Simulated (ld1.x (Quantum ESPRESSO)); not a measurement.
Cutoff test, Tc (Z = 43), TM

```
Element                 : technetium
Generator               : ld1.x (Quantum ESPRESSO) 7.5
Type                    : norm-conserving Troullier–Martins (Kleinman–Bylander form)
Functional              : revPBE
Relativity              : scalar-relativistic
Frozen core             : [Kr]
Valence charge          : 7
Reference configuration : 4d5 5s1.5 5p0 (charge +0.5)
Partial waves           : 5p (bound, empty): rc 2.96 bohr; 4d (bound): rc 1.78 bohr; 5s (bound): rc 3.02 bohr
Local potential         : the s channel
Core correction         : a·sin(br)/r model core inside 1.45 bohr
```

The pseudo-atom Hamiltonian at the reference potential is diagonalised in spherical Bessel functions j_l(qr) that vanish at 20 bohr, with q² up to the cutoff. All-electron valence levels (Ry): 5p -0.2903, 4d -0.7494, 5s -0.5903.

Task: How do the lowest levels (Ry) of each channel move with the cutoff, and are there ghosts?

Result:

```tsv
cutoff (Ry)	p #1	d #1	d #2	s #1	f #1	f #2	Σ f·Δε (mRy)
8	-0.2902	-0.1156	-0.0009	-0.5873	0.0257	0.1280	3173.2
15	-0.2903	-0.2916	-0.0344	-0.5901	0.0257	0.1280	2289.1
25	-0.2903	-0.6445	-0.0490	-0.5903	0.0257	0.1280	524.6
35	-0.2903	-0.7356	-0.0509	-0.5903	0.0257	0.1280	68.7
50	-0.2903	-0.7492	-0.0511	-0.5903	0.0257	0.1280	1.0
70	-0.2903	-0.7493	-0.0512	-0.5903	0.0257	0.1280	0.4
400	-0.2903	-0.7494	-0.0512	-0.5903	0.0257	0.1280	0.0
```

Result: no extra level below or beside the all-electron valence levels (p, d, s, f tested); 10 mRy is reached at 45 Ry and 1 mRy at 55 Ry.
